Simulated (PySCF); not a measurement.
**Ionising BI**

RHF-MP2; B aug-cc-pVDZ, I aug-cc-pVDZ-PP with ECP28; scalar-relativistic core potentials (PySCF 2.14). Neutral (RHF): singlet (closed shell), Re = 2.145 Å, ωe = 582 cm⁻¹, De = 3.54 eV.

BI⁺ (UHF): doublet (σ ↑), Re = 1.966 Å, ωe = 851 cm⁻¹, De = 2.81 eV to B⁺ + I. The energies at the minima are -319.45327 hartree for BI and -319.12627 for BI⁺.

Task: Work out the adiabatic ionisation energy, without and with harmonic zero-point energies (1 hartree = 27.2114 eV, 1 eV = 8065.5 cm⁻¹), and the change of the bond length.

Result: At MP2: 0.32700 hartree = 8.898 eV between the minima; the zero-point term (851.0 − 582.0)/2 cm⁻¹ = +0.017 eV makes it 8.915 eV. Re changes by -17.9 pm against the neutral. The electron leaves a σ orbital, and the shorter bond of the ion fits an antibonding orbital, or a change in how ionic the bond is.

BI⁻ (UHF): doublet (π ↑), Re = 2.423 Å, ωe = 298 cm⁻¹, De = 0.82 eV to B + I⁻. The energies at the minima are -319.45327 hartree for BI and -319.46993 for BI⁻.

Task: Work out the adiabatic electron affinity, without and with harmonic zero-point energies (1 hartree = 27.2114 eV, 1 eV = 8065.5 cm⁻¹), and the change of the bond length.

Result: At MP2: 0.01666 hartree = 0.453 eV between the minima; the zero-point term (582.0 − 298.0)/2 cm⁻¹ = +0.018 eV makes it 0.471 eV. Re changes by +27.8 pm against the neutral. The electron enters a π orbital, and the ion is left as a loose complex of an ion and an atom.

Correlated steps freeze 5 core orbitals. Correlated levels converge slowly with the basis: in double zeta they bind strong bonds too weakly, by up to about 1 eV, and carry superposition errors of some tenths. These are scalar-relativistic numbers at best; spin–orbit coupling would shift them, the dissociation energy most. For an ion De counts to the pair picked by the measured ionisation energies or electron affinities, which need not be the lowest pair at this level. Where the molecule has an RHF reference, its open-shell atoms are computed with UHF. States were picked by a PBE0 search and need not be the measured ground states.

Neutral and ion stand on different kinds of reference determinant, which adds to the error of the difference.
